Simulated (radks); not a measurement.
Values are calculated unless marked as measured or tabulated.
Question: B, configuration [He] 2s2 2p1. Level of theory: Dirac Kohn-Sham, PBE, spin-unpolarised, spherical densities, point nucleus; open shells fill j = l - 1/2 first (a radial shooting solver on a logarithmic mesh with Libxc functionals). Some entries of the table are withheld. Estimate them.

orbital,occ.,eigenvalue (eV),r(max) (bohr)
1s1/2,2,(1),0.2104
2s1/2,2,-9.4419,(2)
2p1/2,1,(3),(4)
2p3/2,0,(5),(6)

Answer: 
(1) 1s1/2 eigenvalue (eV): -180.5844
(2) 2s1/2 r(max) (bohr): 1.517
(3) 2p1/2 eigenvalue (eV): -3.6079
(4) 2p1/2 r(max) (bohr): 1.577
(5) 2p3/2 eigenvalue (eV): -3.6047
(6) 2p3/2 r(max) (bohr): 1.578
